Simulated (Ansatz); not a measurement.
Tuning the range parameter of LC-ωPBE so that −HOMO meets the ionisation energy; basis def2-TZVP, Ansatz. System: SnFH3 (SnH3F). Total charge 0; singlet. Geometry: B3LYP-D4/def2-TZVP. The ionised state is a doublet.

Geometry of the singlet:

```
atom   x (Å)   y (Å)   z (Å)
 Sn1  -0.015   0.045  -0.121
  F2   0.204  -0.632   1.685
  H3   0.657   1.612  -0.078
  H4  -1.699   0.024  -0.388
  H5   0.853  -1.050  -1.099
```

In the def2 sets Sn takes a core potential; there is no spin–orbit coupling.

```csv
ω (1/bohr),HOMO (eV),LUMO (eV),vertical IE (eV),HOMO + IE (eV)
0.1,-9.36,-0.32,11.37,2.01
0.15,-10.00,0.17,11.46,1.46
0.2,-10.57,0.52,11.59,1.02
0.3,-11.47,0.93,11.89,0.42
```

Task: Where does the tuning condition hold?

Result: Not within the range that was run.
